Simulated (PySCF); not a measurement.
This PySCF input asks for the NMR shieldings of SMILES C[Si](C)(C)C, C₄H₁₂Si; the geometry comes from GFN2-xTB.

```python
import basis_set_exchange as bse
import numpy as np
from pyscf import gto, dft
from pyscf.prop import nmr

atoms = """
C    -0.406572   -1.213421   -1.419378
Si   -0.001168   -0.000673   -0.001754
C     0.008130    1.785545   -0.675355
C    -1.319794   -0.154927    1.370252
C     1.716091   -0.415535    0.721562
H    -1.379676   -1.003559   -1.853159
H    -0.418731   -2.241638   -1.070248
H     0.327027   -1.147965   -2.217335
H     0.242457    2.501867    0.106393
H    -0.958122    2.057909   -1.089187
H     0.746490    1.907664   -1.462097
H    -2.312057    0.075313    0.994143
H    -1.350945   -1.160472    1.779082
H    -1.116988    0.525824    2.191677
H     1.746276   -1.426357    1.117085
H     2.493128   -0.336762   -0.032799
H     1.977455    0.259220    1.531210
"""
names = dict.fromkeys(["C", "Si", "H"], "STO-3G")
basis = {el: gto.basis.parse(bse.get_basis(n, elements=[el], fmt="nwchem")) for el, n in names.items()}
mol = gto.M(atom=atoms, basis=basis, charge=0, verbose=0)
mf = dft.RKS(mol, xc="GGA_XC_KT3")
mf.grids.level = 2
mf.grids.alignment = dft.numint.BLKSIZE   # the property module wants whole blocks of grid points
mf.conv_tol = 1e-9
mf.kernel()

calc = nmr.RKS(mf)   # GIAO
sigma = calc.kernel()   # uncoupled for a functional without exact exchange
for i, s in enumerate(sigma):   # ppm
    print("%2d %-2s %9.2f" % (i, mol.atom_pure_symbol(i), np.trace(s) / 3))
```

Question: What does it print?

Answer: 
```
 0 C     229.66
 1 Si    508.29
 2 C     229.66
 3 C     229.65
 4 C     229.66
 5 H      33.07
 6 H      33.06
 7 H      33.07
 8 H      33.07
 9 H      33.07
10 H      33.07
11 H      33.07
12 H      33.07
13 H      33.06
14 H      33.07
15 H      33.07
16 H      33.07
```

These numbers come from an equivalent density-fitted implementation of the same equations, which agrees with the script to about 0.01 ppm for H and up to a few tenths of a ppm for heavy atoms, so last digits may differ.

Size and cost of the density-fitted run: 41 basis functions, about 4 core-seconds.
